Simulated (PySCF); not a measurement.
**Polarisability and C₆ of Pb²⁺ (lead, charge +2)**

[Xe] 4f14 5d10 6s2, closed-shell 1S. Computed with PySCF 2.14 in aug-cc-pwCVTZ-DK3 (11s10p8d5f1g, 125 functions), with scalar relativity by spin-free X2C-1e. Coupled (time-dependent) response in atomic units; α is the mean over directions.

```
method  mean α (bohr³)  C₆ (like pair)  S(−4)
   PBE           13.32           92.24  47.99
```

S(−4) is the Cauchy moment in α(ω) = α(0) + S(−4) ω² + …

α(iu) at PBE:

```tsv
u (hartree)	α(iu) (bohr³)
0	13.32
0.0500	13.20
0.100	12.87
0.200	11.73
0.300	10.35
0.500	7.911
0.750	5.890
1.00	4.619
1.50	3.130
2.00	2.282
3.00	1.367
5.00	0.6388
```

A single London oscillator, α(iu) = α/(1 + u²/ω²), gives C₆ = (3/4) ω α². Matching the computed C₆ needs ω = 4 × 92.24 / (3 × 13.32²) = 0.693 hartree.

For an ion, C₆ is the dispersion term alone; charge-induced terms of lower order in 1/R come first.

Spin-orbit coupling, which splits the p, d and f shells strongly at this Z, is absent.
